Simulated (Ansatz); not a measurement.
The cluster Au₄⁺, relaxed as a doublet with UKS PBE-D4/def2-SVP in Ansatz, starting from the PBE-D4/def2-SVP geometry of the neutral singlet. Force threshold 0.02 eV/Å.

In the def2 sets Au takes a core potential; there is no spin–orbit coupling. The relaxation made no stability test and no search for a lower SCF solution. No other spin state of charge 1 was run. The structure comes from a short search, and lower isomers may exist.

Start:

```xyz
4

Au    0.880    0.991    0.117
Au   -0.081    0.350   -2.351
Au   -0.881   -0.990   -0.117
Au    0.082   -0.350    2.351
```

**Question.** Estimate the energy that the relaxation releases and the steps that it takes.

**Answer.** 0.7 kcal/mol, in 3 steps; 8 s on 4 threads of Arm Neoverse V1 on a shared host. No frequencies were taken in this run, so the end may be a saddle point.

**Question.** Does the start keep its bonding and symmetry?

**Answer.** By distances, no bond broke or formed. The bond that changes most is Au1–Au3, from 2.66 to 2.77 Å (atoms count from 1). Point group D2h at the start, D2h at the end, both within 0.05 Å.

**Question.** Predict the relaxed structure.

**Answer.** 
Cartesian coordinates in Å:
```
Au 0.916 1.031 0.122
Au -0.079 0.341 -2.291
Au -0.917 -1.030 -0.122
Au 0.080 -0.341 2.291
```
Bond lengths (bridged metal pairs left out): 5 × Au–Au 2.70 to 2.77 Å.
